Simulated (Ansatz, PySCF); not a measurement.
Gas-phase reaction in SMILES: CCCCl [1-chloropropane] → C[CH]CCl + H atom (the C-H bond at the site shown breaks; other sites are not compared here)
Structures are relaxed separately at B3LYP-D3(BJ)/def2-TZVP in Ansatz (a quantum-chemistry and plane-wave program), one conformer each, not searched for the lowest.

Property: bond dissociation energy (enthalpy at 298 K, with B3LYP-D3(BJ) rigid-rotor harmonic-oscillator terms from PySCF), in eV. Cores are frozen in the correlated levels unless marked. Open shells are spin-unrestricted. Spin-orbit coupling is left out. Non-relativistic. CBS marks a two-point X^-3 extrapolation of the correlation energy; Hartree-Fock from the larger set. [CCSD(T)-MP2]/basis is that difference in the basis named.

Level to compare with: RI-MP2/CBS(cc-pV(T+d)Z,cc-pV(Q+d)Z)+[CCSD(T)-MP2]/cc-pV(D+d)Z (Ansatz), 4.30 eV. It is a level with limits of its own, and the differences hold the functionals' basis error too.

Task: Rank these functionals by how close they come to RI-MP2/CBS(cc-pV(T+d)Z,cc-pV(Q+d)Z)+[CCSD(T)-MP2]/cc-pV(D+d)Z, closest first: revPBE/def2-TZVPD (Ansatz); r2SCAN0/def2-TZVPD (Ansatz); CAM-B3LYP/def2-TZVPD (Ansatz).

Result: CAM-B3LYP/def2-TZVPD (range-separated hybrid, 4.11 eV, difference -0.19), r2SCAN0/def2-TZVPD (hybrid meta-GGA, 3.97 eV, difference -0.33), revPBE/def2-TZVPD (GGA, 3.85 eV, difference -0.45)
